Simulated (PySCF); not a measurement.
Heteronuclear NMR

Bonds (- single, = double, # triple, : aromatic): C1-C2, C2-C3, C3-F4, C3-F5, C3-F6, C2-C7, C7-C8, C8-O9, O9-C2. C1 carries H10, H11, H12; C7 carries H13, H14; C8 carries H15, H16. Stereochemistry as in C[C@]1(C(F)(F)F)CCO1. H13, H16 are pro-R; H14, H15 are pro-S.

PySCF calculation with geometry: GFN2-xTB and shieldings: GIAO PBE0/pcSseg-1; single conformer, no solvent, non-relativistic Hamiltonian, rapidly exchanging positions averaged.

Question: Predict the 19F NMR data.

Answer: 
```csv
atoms,environment,σ (ppm),δ (ppm)
F4/F5/F6,fluorine of a CF3 group,272.7,-85.4
```

Shieldings were converted by a linear fit to measured shifts: 19F: δ = 146.13 − 0.903σ +14.6 on sp3 carbon (rms 6.0 ppm, 223 shifts, 7.0 ppm with the 5 outliers that the fit left out vs CFCl3, solution or neat liquid). A few per cent of atoms miss by over 2 rms, more outside the fitted compound classes.

On a 600 MHz spectrometer 19F resonates near 564.6 MHz, so 1 ppm is 564.6 Hz.

Question: Predict the 17O NMR data.

Answer: 
```
atoms   environment  σ (ppm)  δ (ppm)
   O9  ether oxygen    286.1      6.1
```

Shieldings were converted by a linear fit to measured shifts: 17O: δ = 266.70 − 0.911σ (rms 10.7 ppm, 155 shifts, 12.2 ppm with the 3 outliers that the fit left out vs liquid water, solution or neat liquid). A few per cent of atoms miss by over 2 rms, more outside the fitted compound classes.

On a 500 MHz spectrometer 17O resonates near 67.8 MHz, so 1 ppm is 67.8 Hz.
